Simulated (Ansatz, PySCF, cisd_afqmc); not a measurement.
Species: C2H5F, charge 0, singlet. C2H5F (fluoroethane, SMILES CCF).
B3LYP-D3(BJ)/def2-TZVP minimum from Ansatz (a first-principles code):
```
C
H 1 1.0925
H 1 1.0925 2 108.98
F 1 1.3997 2 107.10 3 115.53
C 1 1.5091 2 111.77 3 -124.03
H 5 1.0906 1 110.73 2 -179.09
H 5 1.0906 6 108.68 1 -121.83
H 5 1.0925 6 108.40 7 -117.63
```

Atomisation energy term by term, kcal/mol (programs: Ansatz, cisd_afqmc). UHF or UKS for unpaired electrons; spin-orbit terms are left out. Cores are frozen in correlated methods. Rows without X2C or -DK are non-relativistic. The Monte Carlo rows (phaseless AFQMC, CISD trial, step 0.005/hartree) carry one-sigma bars that omit the constraint's bias. Outlying blocks are dropped, and bars are widened where a walk drifts. Over all cases where full CI ran beside it in this data, AFQMC minus full CI had a median of +0.1 mEh and passed +0.4 mEh in a tenth of the cases. CBS(X,Y): correlation extrapolated as X^-3, Hartree-Fock from the larger set (Q,5: extrapolated as (X+1)exp(-9√X)). A bracket is a step between two methods taken in the basis named. 'core' is core correlation in cc-pwCVTZ, 'X2C' scalar relativity in cc-pVTZ-DK, both at CCSD(T). Where a partner has so few electrons that a lower coupled-cluster level is exact, that level stands in.

| term | basis | kcal/mol |
|---|---|---|
| Hartree-Fock | CBS(cc-pVQZ,cc-pV5Z) | 541.78 |
| CCSD correlation | CBS(cc-pVQZ,cc-pV5Z) | 168.39 |
| (T) | CBS(cc-pVQZ,cc-pV5Z) | 9.23 |
| CCSDT(Q) - CCSD(T) | cc-pVDZ | 0.42 |
| core correlation | cc-pwCVTZ | 2.31 |
| scalar relativity | X2C, cc-pVTZ-DK | -0.56 |
| minus zero-point energy | Hessian by PySCF at B3LYP-D3(BJ)/def2-TZVP | -42.51 |
| sum: D0 |  | 679.1 |

The step beyond CCSD(T) by other levels: AFQMC/CISD in cc-pVTZ 0.12 ± 0.19 kcal/mol.
